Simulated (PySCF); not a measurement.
C3H5, doublet, geometry from GFN2-xTB, with bond 4-1 at 1.3 times its length; PBE/def2-SV(P) in PySCF.

Input for PySCF:
```python
from pyscf import gto, scf, dft

mol = gto.M(
    atom='''
C     1.313529    0.256226   -0.021927
C     0.025909    0.374083   -0.010223
H     1.837879   -0.703925   -0.002493
H     2.167641    1.370500   -0.061327
C    -1.206401   -0.398851    0.024477
H    -1.008352   -1.478408    0.050837
H    -1.788968   -0.136455    0.908191
H    -1.809314   -0.183320   -0.858262
''',
    basis='def2-sv(p)',
    charge=0,
    spin=1,
    verbose=4,
)

mf = dft.UKS(mol)
mf.xc = 'pbe'
mf.conv_tol_grad = 1e-7
mf.kernel()
mf.analyze()
```

What the program printed (banner, timings and long lists left out):

```
PySCF version 2.14.0

[INPUT] verbose = 4
[INPUT] num. atoms = 8
[INPUT] num. electrons = 23
[INPUT] charge = 0
[INPUT] spin (= nelec alpha-beta = 2S) = 1
[INPUT] symmetry False subgroup None
[INPUT] Mole.unit = angstrom
[INPUT] Symbol           X                Y                Z      unit          X                Y                Z       unit  Magmom
[...]
nuclear repulsion = 63.2792215946389
number of shells = 28
number of NR pGTOs = 92
number of NR cGTOs = 52
basis = def2-sv(p)
ecp = {}

******** <class 'pyscf.dft.uks.UKS'> ********
method = UKS
initial guess = minao
damping factor = 0
level_shift factor = 0
DIIS = <class 'pyscf.scf.diis.CDIIS'>
diis_start_cycle = 1
diis_space = 8
diis_damp = 0
SCF conv_tol = 1e-09
SCF conv_tol_grad = 1e-07
SCF max_cycles = 50
direct_scf = True
direct_scf_tol = 1e-13
number electrons alpha = 12  beta = 11
XC library pyscf.dft.libxc version 7.1.2
    S. Lehtola, C. Steigemann, M. J. T. Oliveira, and M. A. L. Marques,  SoftwareX 7, 1–5 (2018)
XC functionals = pbe
    J. P. Perdew, K. Burke, and M. Ernzerhof,  Phys. Rev. Lett. 77, 3865 (1996)
    J. P. Perdew, K. Burke, and M. Ernzerhof,  Phys. Rev. Lett. 78, 1396 (1997)
    J. P. Perdew, K. Burke, and M. Ernzerhof,  Phys. Rev. Lett. 77, 3865 (1996)
    J. P. Perdew, K. Burke, and M. Ernzerhof,  Phys. Rev. Lett. 78, 1396 (1997)
radial grids:
    Treutler-Ahlrichs [JCP 102, 346 (1995); DOI:10.1063/1.469408] (M4) radial grids

becke partition: Becke, JCP 88, 2547 (1988); DOI:10.1063/1.454033
pruning grids: <function nwchem_prune>
grids dens level: 3
symmetrized grids: False
atomic radii adjust function: <function treutler_atomic_radii_adjust>
small_rho_cutoff = 0
tot grids = 91400
init E= -116.964555764995

cycle= 1 E= -116.87976316955  delta_E= 0.0848  |g|= 0.284  |ddm|=    2
cycle= 2 E= -116.826636156906  delta_E= 0.0531  |g|= 0.405  |ddm|= 0.866
cycle= 3 E= -116.929719251026  delta_E= -0.103  |g|= 0.0245  |ddm|= 0.576
cycle= 4 E= -116.930029603677  delta_E= -0.00031  |g|= 0.0182  |ddm|= 0.0538
cycle= 5 E= -116.930188777673  delta_E= -0.000159  |g|= 0.00948  |ddm|= 0.027
cycle= 6 E= -116.930234611748  delta_E= -4.58e-05  |g|= 0.00497  |ddm|= 0.013
cycle= 7 E= -116.930250788272  delta_E= -1.62e-05  |g|= 0.00109  |ddm|= 0.00605
cycle= 8 E= -116.93025324598  delta_E= -2.46e-06  |g|= 0.000337  |ddm|= 0.0038
cycle= 9 E= -116.930253453038  delta_E= -2.07e-07  |g|= 0.000104  |ddm|= 0.00119
cycle= 10 E= -116.930253467507  delta_E= -1.45e-08  |g|= 2.34e-05  |ddm|= 0.000339
cycle= 11 E= -116.930253467971  delta_E= -4.64e-10  |g|= 5.41e-06  |ddm|= 5.65e-05
cycle= 12 E= -116.930253467988  delta_E= -1.78e-11  |g|= 4.21e-06  |ddm|= 1.47e-05
cycle= 13 E= -116.930253468  delta_E= -1.17e-11  |g|= 9.36e-07  |ddm|= 6.73e-06
cycle= 14 E= -116.930253468001  delta_E= -8.53e-13  |g|= 2.9e-07  |ddm|= 1.88e-06
cycle= 15 E= -116.930253468001  delta_E= 1.14e-13  |g|= 1.94e-07  |ddm|= 7.77e-07
cycle= 16 E= -116.930253468001  delta_E= -2.27e-13  |g|= 9.97e-08  |ddm|= 2.81e-07
Extra cycle  E= -116.930253468001  delta_E= 3.41e-13  |g|= 2.62e-07  |ddm|= 3.51e-07
converged SCF energy = -116.930253468001  <S^2> = 0.75860723  2S+1 = 2.0085888
**** SCF Summaries ****
Total Energy =                        -116.930253468000714
Nuclear Repulsion Energy =              63.279221594638912
One-electron Energy =                 -281.079225300504845
Two-electron Energy =                  100.869750237865205
Two-electron Coulomb Energy =          118.673330589914400
DFT Exchange-Correlation Energy =      -17.803580352049192
**** MO energy ****
                             alpha | beta                alpha | beta
[...]
To work with the spin densities directly, `use mulliken_meta_spin()` only printing them here.

 ** Mulliken spin pop alpha/beta on meta-lowdin orthogonal AOs **
 ** Mulliken Spin Density (per AO)  **
spin_pop of  0 C 1s        0.00000
spin_pop of  0 C 2s       -0.01643
spin_pop of  0 C 3s        0.00039
spin_pop of  0 C 2px      -0.01495
spin_pop of  0 C 2py      -0.03253
spin_pop of  0 C 2pz      -0.07057
spin_pop of  0 C 3px       0.00093
spin_pop of  0 C 3py       0.00038
spin_pop of  0 C 3pz      -0.00030
spin_pop of  0 C 3dxy      0.00048
spin_pop of  0 C 3dyz      0.00000
spin_pop of  0 C 3dz^2     0.00009
spin_pop of  0 C 3dxz      0.00003
spin_pop of  0 C 3dx2-y2    0.00002
spin_pop of  1 C 1s       -0.00001
spin_pop of  1 C 2s        0.10030
spin_pop of  1 C 3s        0.00343
spin_pop of  1 C 2px       0.05975
spin_pop of  1 C 2py       0.65077
spin_pop of  1 C 2pz       0.06887
spin_pop of  1 C 3px      -0.00003
spin_pop of  1 C 3py       0.00289
spin_pop of  1 C 3pz       0.00006
spin_pop of  1 C 3dxy     -0.00024
spin_pop of  1 C 3dyz     -0.00014
spin_pop of  1 C 3dz^2     0.00026
spin_pop of  1 C 3dxz     -0.00008
spin_pop of  1 C 3dx2-y2   -0.00049
spin_pop of  2 H 1s        0.07314
spin_pop of  2 H 2s        0.00075
spin_pop of  3 H 1s        0.11505
spin_pop of  3 H 2s        0.00083
spin_pop of  4 C 1s        0.00000
spin_pop of  4 C 2s       -0.00262
spin_pop of  4 C 3s        0.00018
spin_pop of  4 C 2px      -0.01034
spin_pop of  4 C 2py      -0.00878
spin_pop of  4 C 2pz      -0.00244
spin_pop of  4 C 3px       0.00019
spin_pop of  4 C 3py       0.00047
spin_pop of  4 C 3pz       0.00007
spin_pop of  4 C 3dxy     -0.00001
spin_pop of  4 C 3dyz      0.00001
spin_pop of  4 C 3dz^2     0.00002
spin_pop of  4 C 3dxz      0.00003
spin_pop of  4 C 3dx2-y2    0.00049
spin_pop of  5 H 1s        0.06435
spin_pop of  5 H 2s        0.00104
spin_pop of  6 H 1s        0.00721
spin_pop of  6 H 2s        0.00015
spin_pop of  7 H 1s        0.00720
spin_pop of  7 H 2s        0.00015
 ** Mulliken Spin Density (per atom)  **
spin density of  0 C =     -0.13247
spin density of  1 C =      0.88533
spin density of  2 H =      0.07389
spin density of  3 H =      0.11587
spin density of  4 C =     -0.02272
spin density of  5 H =      0.06539
spin density of  6 H =      0.00736
spin density of  7 H =      0.00735
 ** Mulliken pop alpha/beta on meta-lowdin orthogonal AOs **
 ** Mulliken pop       alpha | beta **
In total            12.00000 | 11.00000
 ** Mulliken atomic charges   ( Nelec_alpha | Nelec_beta ) **
charge of  0C =     -0.22303  (     3.04528      3.17775 )
charge of  1C =     -0.01343  (     3.44938      2.56405 )
charge of  2H =      0.10868  (     0.48260      0.40871 )
charge of  3H =      0.06242  (     0.52673      0.41085 )
charge of  4C =     -0.28726  (     3.13227      3.15499 )
charge of  5H =      0.10926  (     0.47806      0.41268 )
charge of  6H =      0.12167  (     0.44284      0.43549 )
charge of  7H =      0.12168  (     0.44284      0.43548 )
Dipole moment(X, Y, Z, Debye): -0.73245, -0.89625,  0.03221
```
